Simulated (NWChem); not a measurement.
The numbers come from NWChem runs, not from measurements. System: CrO₄ (-2), charge -2, spin multiplicity 1, optimised in this run. The structure started from a generated list of species.

Job file:

```
start mol
memory heap 200 mb stack 900 mb global 1100 mb
charge -2
geometry units angstroms
  Cr     0.000000     0.000000     0.000010
  O      1.334081     0.000000     0.943365
  O     -1.334081     0.000000     0.943365
  O      0.000000    -1.334147    -0.943380
  O      0.000000     1.334147    -0.943380
  symmetry group C2v
end
basis spherical
  * library def2-svp
end
dft
  xc pbe0
  semidirect memsize 60000000 filesize 0
  iterations 100
end
driver
  maxiter 80
end
task dft optimize
task dft freq
```

The output up to the point where the run's verdict is printed (cleaned and shortened):

```
             Northwest Computational Chemistry Package (NWChem) 7.3.0
             --------------------------------------------------------

                                NWChem Input Module
                                -------------------

 Scaling coordinates for geometry "geometry" by  1.889725989
 (inverse scale =  0.529177249)

 Turning off AUTOSYM since
 SYMMETRY directive was detected!

          ------
          auto-z
          ------
  Looking for out-of-plane bends

                             Geometry "geometry" -> ""
                             -------------------------

 Output coordinates in angstroms (scale by  1.889725989 to convert to a.u.)

  No.       Tag          Charge          X              Y              Z
 ---- ---------------- ---------- -------------- -------------- --------------
    1 Cr                  24.0000     0.00000000     0.00000000     0.00001000
    2 O                    8.0000     1.33408100     0.00000000     0.94336500
    3 O                    8.0000    -1.33408100     0.00000000     0.94336500
    4 O                    8.0000     0.00000000    -1.33414700    -0.94338000
    5 O                    8.0000     0.00000000     1.33414700    -0.94338000

 Effective nuclear repulsion energy (a.u.)     324.8831252094

            Nuclear Dipole moment (a.u.)
            ----------------------------
        X                 Y               Z
 ---------------- ---------------- ----------------
     0.0000000000     0.0000000000     0.0000000000

      Symmetry information
      --------------------

 Group name             C2v
 Group number             16
 Group order               4
 No. of unique centers     3

      Symmetry unique atoms

     1    2    4


 Summary of "ao basis" -> "" (spherical)
 ------------------------------------------------------------------------------
       Tag                 Description            Shells   Functions and Types
 ---------------- ------------------------------  ------  ---------------------
 *                          def2-svp                  on all atoms

                           NWChem Geometry Optimization
[...]
 d= 0,ls=0.5,diis    52  -1344.0703065684  2.63D-03  2.84D-03  9.24D-02     5.1
 d= 0,ls=0.5,diis    53  -1344.0685304893  1.78D-03  2.97D-03  1.22D-01     5.2
 d= 0,ls=0.5,diis    54  -1344.0651582785  3.37D-03  3.36D-03  1.66D-01     5.2
 d= 0,ls=0.5,diis    55  -1344.0608851619  4.27D-03  3.39D-03  2.20D-01     5.3
 d= 0,ls=0.5,diis    56  -1344.0605476887  3.37D-04  3.57D-03  2.38D-01     5.4
 d= 0,ls=0.5,diis    57  -1344.0591842576  1.36D-03  3.67D-03  2.68D-01     5.5
 d= 0,ls=0.5,diis    58  -1344.0566374404  2.55D-03  4.38D-03  3.09D-01     5.6
 d= 0,ls=0.5,diis    59  -1344.0462704505  1.04D-02  3.61D-03  4.23D-01     5.6
 d= 0,ls=0.5,diis    60  -1344.0533010239 -7.03D-03  3.34D-03  3.70D-01     5.7
 d= 0,ls=0.5,diis    61  -1344.0589373862 -5.64D-03  2.93D-03  3.31D-01     5.8
 d= 0,ls=0.5,diis    62  -1344.0633865425 -4.45D-03  1.98D-03  2.99D-01     5.9
 d= 0,ls=0.5,diis    63  -1344.0741176155 -1.07D-02  1.34D-03  2.03D-01     6.0
 d= 0,ls=0.5,diis    64  -1344.0835946455 -9.48D-03  1.74D-03  1.14D-01     6.0
 d= 0,ls=0.5,diis    65  -1344.0923566126 -8.76D-03  7.19D-04  2.82D-02     6.1
 d= 0,ls=0.5,diis    66  -1344.0946298485 -2.27D-03  4.42D-04  5.90D-03     6.2
 d= 0,ls=0.5,diis    67  -1344.0951968590 -5.67D-04  2.51D-04  7.38D-04     6.3
 d= 0,ls=0.5,diis    68  -1344.0952941981 -9.73D-05  2.42D-04  1.14D-04     6.4
 d= 0,ls=0.5,diis    69  -1344.0953232892 -2.91D-05  2.10D-04  5.32D-05     6.4
 d= 0,ls=0.5,diis    70  -1344.0953381968 -1.49D-05  1.64D-04  6.84D-05     6.5
 d= 0,ls=0.5,diis    71  -1344.0953425952 -4.40D-06  1.64D-04  1.40D-04     6.6
 d= 0,ls=0.5,diis    72  -1344.0953492370 -6.64D-06  1.66D-04  1.56D-04     6.7
 d= 0,ls=0.5,diis    73  -1344.0953577991 -8.56D-06  1.46D-04  1.31D-04     6.8
 d= 0,ls=0.5,diis    74  -1344.0953638604 -6.06D-06  1.11D-04  1.16D-04     6.8
 d= 0,ls=0.5,diis    75  -1344.0953650802 -1.22D-06  1.01D-04  1.40D-04     6.9
 d= 0,ls=0.5,diis    76  -1344.0953668892 -1.81D-06  9.48D-05  1.49D-04     7.0
 d= 0,ls=0.5,diis    77  -1344.0953695364 -2.65D-06  8.76D-05  1.44D-04     7.1
 d= 0,ls=0.5,diis    78  -1344.0953719754 -2.44D-06  8.55D-05  1.37D-04     7.2
 d= 0,ls=0.5,diis    79  -1344.0953753270 -3.35D-06  7.67D-05  1.16D-04     7.3
 d= 0,ls=0.5,diis    80  -1344.0953778846 -2.56D-06  6.42D-05  1.01D-04     7.3
 d= 0,ls=0.5,diis    81  -1344.0953793384 -1.45D-06  6.27D-05  9.57D-05     7.4
 d= 0,ls=0.5,diis    82  -1344.0953813856 -2.05D-06  6.30D-05  8.22D-05     7.5
 d= 0,ls=0.5,diis    83  -1344.0953837245 -2.34D-06  4.52D-05  6.49D-05     7.6
 d= 0,ls=0.5,diis    84  -1344.0953841855 -4.61D-07  4.67D-05  6.57D-05     7.7
 d= 0,ls=0.5,diis    85  -1344.0953854678 -1.28D-06  4.00D-05  5.67D-05     7.8
 d= 0,ls=0.5,diis    86  -1344.0953863246 -8.57D-07  2.24D-05  5.14D-05     7.8
 d= 0,ls=0.5,diis    87  -1344.0953857048  6.20D-07  2.52D-05  6.00D-05     7.9
 d= 0,ls=0.5,diis    88  -1344.0953860963 -3.91D-07  3.99D-05  5.79D-05     8.0
 d= 0,ls=0.5,diis    89  -1344.0953879149 -1.82D-06  3.35D-05  4.14D-05     8.1
 d= 0,ls=0.5,diis    90  -1344.0953889122 -9.97D-07  3.05D-05  3.31D-05     8.2
 d= 0,ls=0.5,diis    91  -1344.0953896643 -7.52D-07  2.66D-05  2.70D-05     8.3
 d= 0,ls=0.5,diis    92  -1344.0953902101 -5.46D-07  2.30D-05  2.27D-05     8.3
 d= 0,ls=0.5,diis    93  -1344.0953905942 -3.84D-07  2.26D-05  1.99D-05     8.4
 d= 0,ls=0.5,diis    94  -1344.0953909970 -4.03D-07  2.08D-05  1.68D-05     8.5
 d= 0,ls=0.5,diis    95  -1344.0953913226 -3.26D-07  1.86D-05  1.43D-05     8.6
 d= 0,ls=0.5,diis    96  -1344.0953915749 -2.52D-07  1.76D-05  1.24D-05     8.7
 d= 0,ls=0.5,diis    97  -1344.0953918131 -2.38D-07  1.77D-05  1.06D-05     8.8
 d= 0,ls=0.5,diis    98  -1344.0953920718 -2.59D-07  1.63D-05  8.46D-06     8.9
 d= 0,ls=0.5,diis    99  -1344.0953922763 -2.04D-07  1.62D-05  6.81D-06     8.9
 d= 0,ls=0.5,diis   100  -1344.0953924714 -1.95D-07  1.46D-05  5.20D-06     9.0
```

Convergence was not reached. The next line reads: Calculation failed to converge. NWChem stopped with the message: driver: task_gradient failed.
